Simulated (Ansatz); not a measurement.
A structure relaxed at PBE0-D4/def2-TZVP, charge 0, multiplicity 1:

Cartesian coordinates in Å:
```
N -1.541 -1.057 0.842
Si -0.488 -0.782 -0.466
N 1.000 -1.505 -0.034
O -0.125 0.778 -0.831
Si 0.644 2.063 -0.180
H -2.539 -1.016 0.723
H -1.263 -0.873 1.792
H -1.194 -1.286 -1.668
H 1.018 -2.445 0.324
H 1.840 -1.286 -0.543
H 2.117 1.929 -0.345
H 0.190 3.288 -0.884
H 0.339 2.192 1.270
```

Problem. Give its formula and SMILES.

Solution. H8N2OSi2, `N[SiH](N)O[SiH3]`.

Problem. Point group (tolerance 0.08 Å, 0.16 Å for H)?

Solution. C1.

Problem. Summarise the bond lengths by kind.

Solution. 2 × N–Si 1.701 to 1.709 Å; 4 × H–N 1.006 to 1.007 Å; 2 × O–Si 1.633 to 1.643 Å; 4 × H–Si 1.483 to 1.488 Å.

Results of the Gaussian-basis code of Ansatz.
